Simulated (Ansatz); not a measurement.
`[CH3][Al]([Cl])[GaH2]` + NH₃ → `[CH3][Al]([NH2])[Cl]` + `[GaH3]` at 400 K and 1 bar (cleavage of the Al–Ga bond).

Gas-phase electronic energies from Ansatz, PBE0-D4/def2-TZVP geometries. CCSD(T)/CBS is the MP2 limit (def2-TZVPP, def2-QZVPP) plus CCSD(T) − MP2 in def2-TZVPP, frozen cores. This one scheme is used for every species. For Ga outer-core shells are correlated without core-valence functions, which leaves a few kJ/mol of doubt a bond. Scalar relativity is left out up to krypton. Each species was taken in one conformer, which may not be the lowest.

| species | CCSD(T)/CBS energy (Eh) | H − E (kJ/mol) | S (J/(mol·K)) |
| --- | --- | --- | --- |
| `[CH3][Al]([Cl])[GaH2]` | -2666.85860 | 168.7 | 426.0 |
| NH₃ | -56.50880 | 104.2 | 203.1 |
| `[CH3][Al]([NH2])[Cl]` | -797.68797 | 197.4 | 375.7 |
| `[GaH3]` | -1925.70545 | 64.2 | 231.8 |

H − E and S are ideal-gas, rigid-rotor, harmonic terms from PBE0-D4/def2-TZVP, for one conformer and one mirror image of each species. 1 Eh = 2625.50 kJ/mol, R = 8.31446 J/(mol·K).

**Question.** By hand: ΔE, ΔH, ΔS and ΔG.

**Answer.** ΔE = (-797.68797) + (-1925.70545) − (-2666.85860) − (-56.50880) = -0.02602 Eh = -68.3 kJ/mol. Δ(H − E) = 197.4 + 64.2 − 168.7 − 104.2 = -11.3, so ΔH = -79.6 kJ/mol. ΔS = 375.7 + 231.8 − 426.0 − 203.1 = -21.6 J/(mol·K). ΔG = -79.6 − 400 × (-21.6)/1000 = -71.0 kJ/mol.

**Question.** By hand: the equilibrium constant, and the temperature at which ΔG would vanish if ΔH and ΔS stayed fixed.

**Answer.** log₁₀ K = −ΔG/(RT ln 10) = 9.3. ΔG = 0 at ΔH/ΔS = 3685 K, far beyond where these terms or the molecules hold.

ΔH outweighs TΔS. A doubt of 5 kJ/mol in ΔE shifts log₁₀ K by 0.7 here. Other conformers and mirror images would add mixing entropy, several J/(mol·K) or more a flexible species. Modes under 60 cm⁻¹, often nearly free rotors, make the harmonic entropy too high. These are equilibria of isolated gas molecules and say nothing of rates. Largest T1 diagnostic: 0.013 (customary marks: 0.02 for closed shells, 0.045 for open ones).
